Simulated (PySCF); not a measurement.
C₇H₈, charge -1, doublet (typed; the unrestricted solution is spin-contaminated), geometry from GFN2-xTB (a state made from the parent by changing its charge; the spin is typed, not shown lowest) (in this run its highest filled SCF level lies above zero, so its values depend strongly on the basis, on diffuse functions most of all). Base run: HF/STO-3G run with PySCF.

The PySCF input:
```python
from pyscf import gto, scf

mol = gto.M(
    atom='''
C    -2.416150   -0.094238   -0.000848
C    -0.904629   -0.032080    0.012488
C    -0.180971   -1.200773    0.176516
C     1.273239   -1.147626    0.163758
C     1.893633    0.071219   -0.010766
C     1.180912    1.241993   -0.173673
C    -0.273254    1.185434   -0.160526
H    -2.851402    0.855061    0.317618
H    -2.783135   -0.881669    0.660882
H    -2.787148   -0.308966   -1.008517
H    -0.680882   -2.155182    0.314366
H     1.844196   -2.062908    0.291198
H     2.986479    0.112129   -0.020013
H     1.679740    2.197100   -0.310301
H    -0.844518    2.100859   -0.286926
''',
    basis='sto-3g',
    charge=-1,
    spin=1,
    verbose=4,
)

mf = scf.UHF(mol)
mf.kernel()
mo_i, mo_e, stable_i, stable_e = mf.stability(internal=True, external=True, return_status=True, nroots=6, tol=1e-6)
print('internally stable:', stable_i, ' externally stable:', stable_e)
if not stable_i:
    umf = mf.copy()
    umf.scf_summary = {}
    umf.kernel(umf.make_rdm1(mo_i, mf.mo_occ))
mf.analyze()
```

The bond that is stretched is that between atoms 8 and 1. A test that says stable can miss a lower solution.

Each row names what was changed in the base input (with any setting that the change needs).

```
change       ΔE vs base (kcal/mol)  <S^2>  E after following the instability (Eh)  <S^2> there   stability test says
-----------  ---------------------  -----  --------------------------------------  -----------  --------------------
base                         0.000  0.917                                       -            -  external instability
bond × 1.25                  27.32  0.917                                       -            -  external instability
bond × 1.5                    76.3  0.919                              -266.14101         1.15  internal instability
bond × 1.8                   106.4  0.752                              -266.11009         1.68  internal instability
bond × 2.2                   110.3  0.751                              -266.10116         1.66  internal instability
bond × 3.0                   115.0  0.750                              -266.09313         1.65  internal instability
```

On stretching, the SCF can end on different states; <S^2> shows the spin contamination of each.
